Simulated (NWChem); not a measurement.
Program: NWChem. System: HBF$_{2}$, charge 0, spin multiplicity 1, at a geometry optimised with PBE0/def2-SVP. The structure started from a generated list of species. Level: G0W0@PBE/def2-TZVP, RI basis def2-tzvp-rifit.

Job file:

```
start mol
memory heap 200 mb stack 700 mb global 1700 mb
geometry units angstroms nocenter noautoz
  B      0.000000     0.000000     0.457071
  H      0.000000     0.000000     1.659112
  F     -1.124983     0.000000    -0.219137
  F      1.124983     0.000000    -0.219137
  symmetry group C2v
end
basis spherical
  * library def2-tzvp
end
basis "ri basis" bse spherical
  * library def2-tzvp-rifit
end
dft
  xc xpbe96 cpbe96
  iterations 100
  direct
  tolerances tight
end
task dft energy
gw
  states alpha occ 4 vir 2
end
task dft gw
```

Output (cleaned and shortened):

```
             Northwest Computational Chemistry Package (NWChem) 7.3.0
             --------------------------------------------------------

                                NWChem Input Module
                                -------------------

 Scaling coordinates for geometry "geometry" by  1.889725989
 (inverse scale =  0.529177249)

 Turning off AUTOSYM since
 SYMMETRY directive was detected!

                             Geometry "geometry" -> ""
                             -------------------------

 Output coordinates in angstroms (scale by  1.889725989 to convert to a.u.)

  No.       Tag          Charge          X              Y              Z
 ---- ---------------- ---------- -------------- -------------- --------------
    1 B                    5.0000     0.00000000     0.00000000     0.45707100
    2 H                    1.0000     0.00000000     0.00000000     1.65911200
    3 F                    9.0000    -1.12498300     0.00000000    -0.21913700
    4 F                    9.0000     1.12498300     0.00000000    -0.21913700

 Effective nuclear repulsion energy (a.u.)      61.8869169027

            Nuclear Dipole moment (a.u.)
            ----------------------------
        X                 Y               Z
 ---------------- ---------------- ----------------
     0.0000000000     0.0000000000     0.0000018897

      Symmetry information
      --------------------

 Group name             C2v
 Group number             16
 Group order               4
 No. of unique centers     3

      Symmetry unique atoms

     1    2    3


 Summary of "ao basis" -> "" (spherical)
 ------------------------------------------------------------------------------
       Tag                 Description            Shells   Functions and Types
 ---------------- ------------------------------  ------  ---------------------
 *                         def2-tzvp                  on all atoms

 new library libraries.bse/

 Summary of "ri basis" -> "" (spherical)
 ------------------------------------------------------------------------------
       Tag                 Description            Shells   Functions and Types
[...]
           0.000000000000           0.000000000000         171.726221375018

     Multipole analysis of the density
     ---------------------------------

     L   x y z        total         alpha         beta         nuclear
     -   - - -        -----         -----         ----         -------
     0   0 0 0     -0.000000    -12.000000    -12.000000     24.000000

     1   1 0 0     -0.000000     -0.000000     -0.000000      0.000000
     1   0 1 0     -0.000000     -0.000000     -0.000000      0.000000
     1   0 0 1      0.295812      0.147905      0.147905      0.000002

     2   2 0 0    -13.512411    -47.431631    -47.431631     81.350850
     2   1 1 0     -0.000000     -0.000000     -0.000000      0.000000
     2   1 0 1      0.000000      0.000000      0.000000      0.000000
     2   0 2 0    -10.918843     -5.459421     -5.459421      0.000000
     2   0 1 1      0.000000      0.000000      0.000000      0.000000
     2   0 0 2    -11.946592    -14.296734    -14.296734     16.646875

 Task  times  cpu:        3.4s     wall:        3.4s

                                NWChem Input Module
                                -------------------

                                 NWChem GW Module
                                 ----------------

                             ***********************
                             ***        GW       ***
                             ***********************

 Summary of "ri basis" -> "ri basis" (spherical)
 ------------------------------------------------------------------------------
       Tag                 Description            Shells   Functions and Types
 ---------------- ------------------------------  ------  ---------------------
 B                      def2-tzvp-rifit             22       76   8s6p4d3f1g
 H                      def2-tzvp-rifit              7       15   4s2p1d
 F                      def2-tzvp-rifit             22       76   8s6p4d3f1g

                 Memory Information
                 ------------------
          Available GA per process is          1699.9 MBs
          Available stack per process is        700.0 MBs
          Available heap per process is           0.0 MBs

          Peak memory in Initialization
              Peak GA per process is                  3.1 MBs
              Peak stack per process is               0.1 MBs
              Peak heap per process is                3.3 MBs
              Memory not in MA per process            0.0 MBs

          Peak memory in AFF Calculation
              Peak GA per process is                 12.8 MBs
              Peak stack per process is               8.3 MBs
              Peak heap per process is                0.0 MBs
              Memory not in MA per process            8.3 MBs

          Computing 2-center integrals
          Computing Inverse Cholesky factor
          Computing 3-center integrals
          Computing V_xc ...

          Computing Sigma_x
          Computing RPA polarizability
          Solving quasiparticle equations

                  Alpha Orbitals
          State     Energy (eV)     Error (eV)
          -----------------------------------
@GW         9        -16.385           0.003
@GW        10        -15.060           0.003
@GW        11        -14.763           0.003
@GW        12        -13.540           0.003
@GW        13          2.149           0.002
@GW        14          3.079           0.005

   Applying  -4.4549 eV scissor-shift to rest of particle states

   Applying   3.5089 eV scissor-shift to rest of hole states

     GW Timing Statistics
   ------------------------
   Init.   :          0.1s
     ERIs  :          0.4s
     Distr.:          0.0s
     Vxc   :          0.1s
   Sigma_x :          0.0s
   RPA     :          0.3s
   Wmn     :          0.0s
   Sigma_c :          0.0s
   GW total:          0.9s

 Task  times  cpu:        0.9s     wall:        0.9s

 Total times  cpu:        4.3s     wall:        4.3s
```
